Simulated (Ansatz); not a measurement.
Consider the homolysis of the Cl–In bond: `C[O][InH][Cl]` → Cl• + `C[O][InH]`•.

Computed with Ansatz on PBE0-D4/def2-TZVP structures; ΔE is electronic, products minus reactants. CCSD(T)/CBS is the MP2 limit (def2-TZVPP, def2-QZVPP) plus CCSD(T) − MP2 in def2-TZVPP, frozen cores. This one scheme is used for every species, atoms too. DFT in def2-TZVPP. No spin–orbit coupling; open shells (•) take unrestricted orbitals. Spin–orbit coupling would lower the free atoms: a little for Cl. Elements past krypton have def2 core potentials. For In outer-core shells are correlated without core-valence functions, so the limit isn't a true one: a few kJ/mol of doubt a bond, and 10 to 20 or more in all where bonds break to atoms. One conformer a species, not always the lowest.

`C[O][InH][Cl]`:

Z-matrix (Å, degrees):
```
C
O 1 1.406
H 1 1.097 2 113.5
H 1 1.096 2 109.7 3 120.8
H 1 1.096 2 109.7 3 -120.8
In 2 1.962 1 124.2 3 -0.0
Cl 6 2.332 2 110.2 1 0.0
H 6 1.688 2 125.6 1 -180.0
```

`C[O][InH]`•:

Cartesian coordinates in Å:
```
C 0.123 0.692 -0.571
O -1.052 0.197 0.009
In -1.027 -1.371 1.255
H 0.057 0.647 -1.666
H 1.032 0.142 -0.277
H 0.276 1.742 -0.290
H 0.591 -2.050 1.540
```

```json
{"species": "`C[O][InH][Cl]`", "r2SCANh-D4 energy (Eh)": "-766.13649"}
{"species": "Cl•", "r2SCANh-D4 energy (Eh)": "-460.11665"}
{"species": "`C[O][InH]`•", "r2SCANh-D4 energy (Eh)": "-305.86766"}
```

Question: Work out ΔE.

Answer: ΔE = (-460.11665) + (-305.86766) − (-766.13649) = 0.15218 Eh = +399.5 kJ/mol. CCSD(T)/CBS gives +417.8 kJ/mol.

Largest T1 diagnostic among the species: 0.020.

From BLYP to BHLYP (50 % exact exchange), in def2-TZVPP and without D4, ΔE moves by +10.0 kJ/mol. The D4 term adds +7.0 kJ/mol with B3LYP and +3.9 kJ/mol with PBE0; it sums over pairs of atoms, weighted by their polarisabilities, and B3LYP, whose exchange is more repulsive, gets the larger term.

B3LYP here is the variant with VWN-RPA as its local correlation; programs differ in this.
